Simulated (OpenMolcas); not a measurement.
# Multiconfigurational calculation on Cu⁶⁺

Input:

```
&GATEWAY
Coord
1

Cu 0.0 0.0 0.0
Basis=ANO-R3
Group=XYZ
NoMove
AngMom=0.0 0.0 0.0
AMFI
&SEWARD
&RASSCF
FileOrb=start.orb
Symmetry=1
Spin=6
nActEl=5 0 0
Inactive=3 6
Ras2=5 0
CIRoot=1 1 1
SDav=1
CIMx=300
Iter=120 100
PrWF=0.3
OrbListing=Nothing
MaxOrb=0
Atom
>>> COPY $Project.JobIph JOB001
&RASSCF
FileOrb=start.orb
Symmetry=1
Spin=4
nActEl=5 0 0
Inactive=3 6
Ras2=5 0
CIRoot=24 24 1
SDav=24
CIMx=300
Iter=120 100
PrWF=0.3
OrbListing=Nothing
MaxOrb=0
Atom
>>> COPY $Project.JobIph JOB002
&RASSCF
FileOrb=start.orb
Symmetry=1
Spin=2
nActEl=5 0 0
Inactive=3 6
Ras2=5 0
CIRoot=75 75 1
SDav=75
CIMx=300
Iter=120 100
PrWF=0.3
OrbListing=Nothing
MaxOrb=0
Atom
>>> COPY $Project.JobIph JOB003
&RASSI
NrOfJobIphs=3 1 24 75
1
1 2 3 4 5 6 7 8 9 10 11 12 13 14 15 16 17 18 19 20 21 22 23 24
1 2 3 4 5 6 7 8 9 10 11 12 13 14 15 16 17 18 19 20 21 22 23 24 25 26 27
28 29 30 31 32 33 34 35 36 37 38 39 40 41 42 43 44 45 46 47 48 49 50 51
52 53 54 55 56 57 58 59 60 61 62 63 64 65 66 67 68 69 70 71 72 73 74 75
IphNames
JOB001
JOB002
JOB003
EJob
SpinOrbit
DIPRint=1.0
SOCoupling=1000.0
Subsets=2
MEES
Property=10
'ANGMOM' 1 'ANGMOM' 2 'ANGMOM' 3 'MLTPL  1' 1 'MLTPL  1' 2 'MLTPL  1' 3
'AMFI' 1 'AMFI' 2 'AMFI' 3 'MLTPL  2' 6
SOProperty=3
'ANGMOM' 1 'ANGMOM' 2 'ANGMOM' 3
```

Launched by
```bash
OMP_NUM_THREADS=1 MOLCAS_MEM=2252 MOLCAS_PROJECT=a pymolcas a.inp > a.log  # once for each step of the input, in one work folder
```

A driver script runs the steps one by one and writes start.orb anew before each from the orbitals found so far.

Output, cut to the results:

```
--- SEWARD ---
Basis set label: CU.ANO-R...7S5P5D3F2G1H.

      Electronic valence basis set:
      ------------------
      Associated Effective Charge  29.000000 au
      Associated Actual Charge     29.000000 au
      Nuclear Model: Finite nucleus - Gaussian distribution
        Gaussian exponent, Xi/bohr**(-2):  2.76660E+08

      Shell  nPrim  nBasis  Cartesian Spherical Contaminant
         s      21       7        X
         p      13       5        X
         d       9       5                 X
         f       5       3                 X
         g       4       2                 X
         h       3       1                 X
                  Relativistic X2C integrals
                  Atomic mean-field integrals
--- RASSCF ---
Wave function specifications:
      -----------------------------

      Number of closed shell electrons          18
      Number of electrons in active shells       5
      Max number of holes in RAS1 space          0
      Max nr of electrons in RAS3 space          0
      Number of inactive orbitals                9
      Number of active orbitals                  5
      Number of secondary orbitals              83
      Spin quantum number                      2.5
      State symmetry                             1
Orbital specifications:
      -----------------------

      Symmetry species                           1   2
                                                ag  au
      Frozen orbitals                            0   0
      Inactive orbitals                          3   6
      Active orbitals                            5   0
      RAS1 orbitals                              0   0
      RAS2 orbitals                              5   0
      RAS3 orbitals                              0   0
      Secondary orbitals                        42  41
      Deleted orbitals                           0   0
      Number of basis functions                 50  47
      Number of CSFs                             1
      Number of root(s) required                 1
      Iter CI   SX   CI       RASSCF       Energy    max ROT     max BLB   max BLB  Level Ln srch  Step   QN
          iter iter root      energy       change     param      element    value   shift minimum  type update
 Nr of preliminary CI iterations:   1
      Total energies have been shifted. Add                -1000.00 au
        1   1   10    1  -640.29092336    0.00E+00  -2.35E-01*   5   8 2  1.47E+00*  0.00   0.00    SX    NO
        2   1   10    1  -642.31621666   -2.03E+00*  3.97E-02    6  15 2 -3.97E-01*  0.00   0.00    SX    NO
        3   1    9    1  -642.41068612   -9.45E-02*  7.24E-03    2  14 2 -4.50E-02*  0.00   0.00    SX    NO
        4   1    9    1  -642.41230965   -1.62E-03*  2.34E-03    4  10 2  1.88E-02*  0.00   0.00    SX    NO
        5   1    8    1  -642.41251039   -2.01E-04*  8.26E-04    5  11 2 -6.88E-03*  0.00   0.71    QN   YES
        6   1    6    1  -642.41255220   -4.18E-05*  2.16E-05    6  20 1 -1.01E-04*  0.00   1.00    QN   YES
        7   1    5    1  -642.41255221   -1.17E-08*  2.42E-06    3  12 1  1.57E-05   0.00   0.97    QN   YES
        8   1    2    1  -642.41255221   -2.34E-10   8.45E-08    3  12 1  1.48E-06   0.00   1.03    QN   YES
      Convergence after  8 iterations
        9   1    2    1  -642.41255221   -2.27E-13   8.45E-08    6  15 2  3.84E-07   0.00   1.03    QN   YES
      Natural orbitals and occupation numbers for root  1
      sym 1:   1.000000   1.000000   1.000000   1.000000   1.000000
::    RASSCF root number  1 Total energy:  -1642.41255221
--- RASSCF ---
Wave function specifications:
      -----------------------------

      Number of closed shell electrons          18
      Number of electrons in active shells       5
      Max number of holes in RAS1 space          0
      Max nr of electrons in RAS3 space          0
      Number of inactive orbitals                9
      Number of active orbitals                  5
      Number of secondary orbitals              83
      Spin quantum number                      1.5
      State symmetry                             1
Orbital specifications:
      -----------------------

      Symmetry species                           1   2
                                                ag  au
      Frozen orbitals                            0   0
      Inactive orbitals                          3   6
      Active orbitals                            5   0
      RAS1 orbitals                              0   0
...
--- RASSI ---
SPIN-FREE ENERGIES:
  (Shifted by EMIN (a.u.) =      -1642.4125522121)

 SF State       Relative EMIN(au)   Rel lowest level(eV)    D:o, cm**(-1)      L_eff

     1             0.0000000000        0.0000000000              0.0000         0.0
     2             0.2359949784        6.4217505092          51794.9109         4.0
     3             0.2359949784        6.4217505092          51794.9109         4.0
     4             0.2359949784        6.4217505092          51794.9109         4.0
     5             0.2359949784        6.4217505092          51794.9109         4.0
     6             0.2359949784        6.4217505092          51794.9109         4.0
     7             0.2359949784        6.4217505092          51794.9109         4.0
     8             0.2359949784        6.4217505092          51794.9109         4.0
     9             0.2359949784        6.4217505092          51794.9109         4.0
    10             0.2359949784        6.4217505092          51794.9109         4.0
    11             0.2731566110        7.4329700468          59950.9465         1.0
    12             0.2731566110        7.4329700468          59950.9465         1.0
    13             0.2731566110        7.4329700468          59950.9465         1.0
    14             0.2927055580        7.9649239955          64241.4444         2.0
    15             0.2927055580        7.9649239955          64241.4444         2.0
    16             0.2927055580        7.9649239955          64241.4444         2.0
    17             0.2927055580        7.9649239955          64241.4444         2.0
    18             0.2927055580        7.9649239955          64241.4444         2.0
    26             0.3365353760        9.1575941027          73860.9776         6.0
    27             0.3365353760        9.1575941027          73860.9776         6.0
    28             0.3365353760        9.1575941027          73860.9776         6.0
...
```

Levels above the lowest, from the spin-orbit matrix, grouped by J:

| Configuration | Term | J | E (cm-1) | Measured (cm-1) | g | Term weight % | Second |
| --- | --- | --- | --- | --- | --- | --- | --- |
| 3d5 | 6S | 5/2 | 0.0 | 0.0 | 2.002 | 100 |  |
| 3d5 | 4G | 5/2 | 51670 |  | 0.573 | 99 |  |
| 3d5 | 4G | 7/2 | 51777 |  | 0.985 | 100 |  |
| 3d5 | 4G | 11/2 | 51805 |  | 1.273 | 100 |  |
| 3d5 | 4G | 9/2 | 51840 |  | 1.172 | 100 |  |
| 3d5 | 4P | 5/2 | 59191 | 50732 | 1.570 | 87 | 12 4D |
| 3d5 | 4P | 3/2 | 59477 | 51067 | 1.679 | 90 | 10 4D |
| 3d5 | 4P | 1/2 | 59826 | 51407 | 2.569 | 96 | 4 4D |
| 3d5 | 4D | 7/2 | 64182 | 55742 | 1.428 | 99 |  |
| 3d5 | 4D | 1/2 | 64526 | 56210 | 0.099 | 96 | 4 4P |
| 3d5 | 4D | 3/2 | 64794 | 56428 | 1.252 | 90 | 10 4P |
| 3d5 | 4D | 5/2 | 64845 | 56427 | 1.397 | 88 | 12 4P |
| 3d5 | 2I | 11/2 | 73722 | 67757 | 0.925 | 99 |  |
| 3d5 | 2I | 13/2 | 73977 | 67918 | 1.077 | 100 |  |
| 3d5 | 2D(1) | 5/2 | 82015 |  | 1.076 | 61 | 35 2F(1) |
| 3d5 | 2D(1) | 3/2 | 83533 | 72227 | 0.738 | 84 | 16 4F |
| 3d5 | 2F(1) | 7/2 | 85545 | 74408 | 1.145 | 89 | 8 4F |
| 3d5 | 4F | 9/2 | 86396 | 75930 | 1.320 | 94 | 5 2G(1) |
| 3d5 | 4F | 5/2 | 86596 | 76019 | 1.006 | 84 | 14 2F(1) |
| 3d5 | 4F | 7/2 | 86702 | 76349 | 1.229 | 89 | 8 2F(1) |
| 3d5 | 4F | 3/2 | 87370 | 76886 | 0.464 | 84 | 16 2D(1) |
| 3d5 | 2F(1) | 5/2 | 88294 |  | 1.007 | 49 | 37 2D(1) |
| 3d5 | 2H | 9/2 | 90366 | 80717 | 0.946 | 84 | 13 2G(1) |
| 3d5 | 2H | 11/2 | 91291 | 81954 | 1.089 | 98 |  |

Against the 17 measured excited levels shown (the list in Gamrath, thesis, University of Mons (2023)) the mean absolute deviation is 9100 cm-1; the largest miss in energy is 3d5 2D 3/2(1): computed 83533, measured 72227 cm-1 (+15.7 %).

Without dynamic correlation excited terms often stand tens of per cent too high (terms of higher spin than the ground term too low), and those without a measured partner can miss by more than the paired ones. Some levels mix across a computed gap that differs much from the measured one, so their mixing is not that of the real levels. Computed and measured levels are paired by configuration, term and J; levels that our copy of the source lacks, or whose pairing is in doubt (as where it misses far off the trend of its configuration), stay unpaired and out of the deviations. Levels of configurations outside the active space are missing. The table shows the lowest 24 of 37 levels.

The RASSCF and RASSI steps took 31 s on 1 thread of Intel(R) Xeon(R) 6975P-C (Granite Rapids), on a shared host; the integral step is not counted.

The term weight is that of the spin-free term in the level, not the purity of its configuration. A number in round brackets counts repeated terms of one configuration in the order of the reference energies.
